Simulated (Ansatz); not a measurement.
Born–Oppenheimer molecular dynamics of Cl$_{2}$F$_{2}$H$_{4}$O$_{2}$W (11 atoms, charge 0, multiplicity 1). It starts at the highest image of a converged band. Of that band: A vibrational analysis at the climbing image gives one clearly imaginary mode, 223i cm⁻¹, and a faint second one (15i cm⁻¹) that may be numerical noise or a soft torsion: probably a first-order saddle point.

All numbers below come from RKS revPBE-D4/def2-SVP in Ansatz.

| Quantity | Value |
| --- | --- |
| ensemble | NVE (velocity Verlet) |
| time step | 0.5 fs |
| steps asked | 200 |
| starting velocities drawn for | 300 K |
| seed | 6725 |

First frame:

```xyz
11
Properties=species:S:1:pos:R:3
W 0.102 0.057 -0.168
F 0.564 -0.728 1.766
O 1.968 -0.115 -0.277
H 2.499 0.245 0.473
O -0.109 1.819 -0.804
H -0.578 2.026 -1.635
H -1.024 0.662 0.950
F -0.904 -1.518 -0.022
Cl -0.349 -0.423 -2.436
Cl 1.356 1.777 1.942
H 0.982 0.366 2.178
```

**Question.** How far do the bonds stretch over the last three quarters of this one trajectory? (Pairs bonded in most of those frames.)

**Answer.** 
```
    bond  mean (Å)  spread (Å)  shortest  longest
   W1–F2     2.041       0.034      1.99     2.11
   W1–O3     1.875       0.023      1.84     1.91
   W1–O5     1.887       0.017      1.86     1.91
   W1–H7     1.705       0.062      1.61     1.80
   W1–F8     1.874       0.013      1.86     1.90
  W1–Cl9     2.379       0.017      2.35     2.40
 W1–Cl10     3.129       0.143      2.99     3.44
   O3–H4     0.986       0.024      0.95     1.02
   O5–H6     0.978       0.003      0.97     0.98
Cl10–H11     1.360       0.031      1.30     1.42
```

Mean temperature of the second half: 251 K. The conserved energy stayed within 0.12 meV per atom of its start (net change 0.059 meV per atom), so the integration is sound. A run of 0.1 ps of so small a system gives no equilibrium averages. The orbitals stay closed-shell, which can raise the energy where a bond breaks towards radicals; this wasn't checked here.

Time of the run: 9 min on 4 threads of Arm Neoverse V2 (shared host), peak memory 0.22 GiB.
